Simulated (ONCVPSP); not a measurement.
**dysprosium: variants of one ONCV potential**

Base potential:

- Element: dysprosium (Dy)
- Generator: ONCVPSP 4.0.1
- Type: optimised norm-conserving Vanderbilt (ONCV)
- Functional: PBE
- Relativity: fully relativistic
- Frozen core: [Kr] 4d10 4f9
- Valence charge: 11
- Reference configuration: 5s2 5p6 5d1 6s1.75 6p0.25
- Partial waves: 5s+6s: rc 1.95 bohr, ncon 4, nbas 8, qcut 6 1/bohr, 2 projectors; 5p+6p: rc 2.55 bohr, ncon 4, nbas 9, qcut 6.6 1/bohr, 2 projectors; 5d: rc 3.65 bohr, ncon 4, nbas 9, qcut 4.8 1/bohr, 2 projectors, debl 3.9 Ha
- Local potential: polynomial inside 1.80 bohr (lpopt 5, dvloc0 4 Ha)
- Core correction: polynomial model core, fcfact 0.3

Open shells are filled in proportion to 2j + 1.

Cutoffs, loose and tight: the cutoffs (Ha) at which the residual kinetic energy of the hardest occupied pseudo-wave falls to 1 and 0.1 mHa per electron. They do not see the model core or the augmentation charge, which bear on the density cutoff. Test errors are all-electron minus pseudo excitation energies from the reference, over the configurations 5s2 5p6 5d1 6s2 6p0; 5s2 5p6 5d1 6s1 6p0; 5s2 5p6 5d1 6s0 6p0; 5s1 5p6 5d1 6s2 6p0. A dash means not determined; rows that change the core or the reference have their own tests.

```csv
change,outcome,"cutoff, loose","cutoff, tight",bound ghosts,GHOST(+) flags above zero,largest test error (meV)
base,generated,13 Ha,16 Ha,none,"d5/2, d3/2",-615
"s: rc 1.42; local potential polynomial inside 1.42 bohr (lpopt 5, dvloc0 4 Ha)","failed: ERROR pspot: first pseudo wave function has node, program will stop",–,–,–,–,–
s: rc 1.92,generated,14 Ha,16 Ha,none,"d5/2, d3/2",-607
s: rc 2.48,generated,9.3 Ha,12 Ha,none,"d5/2, d3/2",-860
s: rc 2.72,generated,9.3 Ha,11 Ha,none,"d5/2, d3/2",-971
```

Question: What comes out with this change to the base: s: rc 1.64; local potential polynomial inside 1.64 bohr (lpopt 5, dvloc0 4 Ha)?

Answer: outcome: generated; cutoff, loose: 16 Ha; cutoff, tight: 36 Ha; bound ghosts: none; GHOST(+) flags above zero: s, d5/2, d3/2; largest test error (meV): -531.

Question: What comes out with this change to the base: s: rc 2.3?

Answer: outcome: generated; cutoff, loose: 11 Ha; cutoff, tight: 13 Ha; bound ghosts: none; GHOST(+) flags above zero: d5/2, d3/2; largest test error (meV): -773.

Reading the sweep of the s radius (base included, trends over the rows without a ghost): The loose cutoff falls from 16 Ha at 1.64 to 9.3 Ha at 2.72 bohr. A larger radius leaves more room for a smooth pseudo-wave, so fewer plane waves are needed; a smaller one forces it to follow the all-electron wave where it bends sharply. The median size of the test errors (rows with all tests solved) stays near 50.6 meV. The generation fails at 1.42 bohr.
